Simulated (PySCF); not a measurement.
Be⁺ (beryllium, charge +1) across methods

[He] 2p1, 2P determinant (an excited configuration). All numbers are calculated (PySCF 2.14, the non-relativistic Hamiltonian (point nucleus), in aug-cc-pVQZ).

```tsv
method	E (hartree)	mean ε 1s α (eV)	mean ε 1s β (eV)	mean ε 2p α (eV)	Σ⟨r²⟩ (bohr²)	⟨S²⟩
PBE0	-14.1746	-123.64	-123.33	-11.794	7.055	0.750
CAM-B3LYP	-14.1805	-124.72	-124.46	-13.000	6.963	0.750
r2SCAN	-14.1959	-120.19	-119.96	-11.010	6.998	0.750
M06-2X	-14.1939	-128.97	-128.84	-12.412	7.189	0.750
BHandHLYP	-14.1981	-129.61	-129.36	-12.579	7.010	0.750
PBE	-14.1719	-117.88	-117.57	-10.894	7.032	0.750
LDA	-13.9864	-116.54	-116.23	-10.682	7.112	0.750
BLYP	-14.2060	-118.14	-117.91	-10.806	6.941	0.750
UHF	-14.13085	-140.16	-139.89	-14.146	7.271	0.750
```
